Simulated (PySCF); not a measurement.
Deuteron quadrupole couplings in `C[C@@H]1C[C@@](C)(C(=O)O)[SiH2]1`

Species: C₆H₁₂O₂Si.
SMILES with atom numbers: `[CH3:1][C@@H:2]1[CH2:3][C@@:4]([CH3:5])([C:6](=[O:7])[OH:8])[SiH2:9]1` (hydrogens: H10, H11, H12 on C1; H13 on C2; H14, H15 on C3; H16, H17, H18 on C5; H19 on O8; H20, H21 on Si9)

Structure used (GFN2-xTB), in Å, numbered top down from 1:
```
atom  x, y, z in Å
C1    -2.717   -0.182   -0.044
C2    -1.350    0.402    0.278
C3    -0.338    0.367   -0.890
C4     0.931   -0.139   -0.169
C5     1.668   -1.262   -0.879
C6     1.858    0.936    0.240
O7     3.056    0.843    0.359
O8     1.212    2.076    0.584
Si9   -0.138   -0.567    1.400
H10   -2.629   -1.211   -0.385
H11   -3.202    0.397   -0.829
H12   -3.356   -0.168    0.836
H13   -1.483    1.430    0.621
H14   -0.643   -0.360   -1.643
H15   -0.201    1.331   -1.378
H16    1.025   -2.132   -0.993
H17    1.992   -0.937   -1.868
H18    2.552   -1.546   -0.313
H19    1.859    2.729    0.890
H20   -0.358   -2.010    1.507
H21    0.256    0.020    2.676
```

Level: PBE0/pcSseg-1 (PySCF, non-relativistic); Q(2H) = 0.00286 b; rigid geometry, the same for H and D, with no vibrational averaging.

**Question.** Rank these positions by the coupling χzz of a deuteron there, largest first.
A. H19 (acid proton)
B. H20 (Si–H hydrogen)
C. H12 (methyl hydrogen)
D. H15 (methylene hydrogen)

**Answer.** A (295 kHz), C (212 kHz), D (208 kHz), B (110 kHz).

**Question.** What are Vzz, η and χzz (234.96 MHz × Q × Vzz) at all hydrogens?

**Answer.** 
```
atom  bonded to  bond length (Å)  Vzz (au)     η  χzz (kHz)
 H10         C1            1.088    0.3140  0.02        211
 H11         C1            1.089    0.3124  0.01        210
 H12         C1            1.088    0.3157  0.01        212
 H13         C2            1.092    0.3082  0.03        207
 H14         C3            1.089    0.3077  0.01        207
 H15         C3            1.089    0.3093  0.03        208
 H16         C5            1.088    0.3146  0.03        211
 H17         C5            1.090    0.3108  0.03        209
 H18         C5            1.087    0.3120  0.03        210
 H19         O8            0.969    0.4392  0.10        295
 H20        Si9            1.463    0.1632  0.01        110
 H21        Si9            1.459    0.1656  0.02        111
```

**Question.** Average by the element that carries the hydrogen.

**Answer.** on C: 209 kHz over 9 positions, mean bond length 1.089 Å; on O: 295 kHz over 1 position, mean bond length 0.969 Å; on Si: 110 kHz over 2 positions, mean bond length 1.461 Å.

**Question.** A static deuteron (I = 1) shows a doublet split by (3/2)χ, (3/4)χ(1 + η) and (3/4)χ(1 − η) with the field along z, y and x of the gradient. What are these for H20?

**Answer.** With |χ| = 109.6 kHz and η = 0.009: 164, 83 and 82 kHz, to first order and without motion.

The structure is a single GFN2-xTB conformer in the gas phase; no vibrational or solvent corrections. GFN2-xTB bond lengths can be off by several hundredths of an ångström, more for odd bonds, and the gradients follow them. With a basis this small, the couplings can be 20 % off.
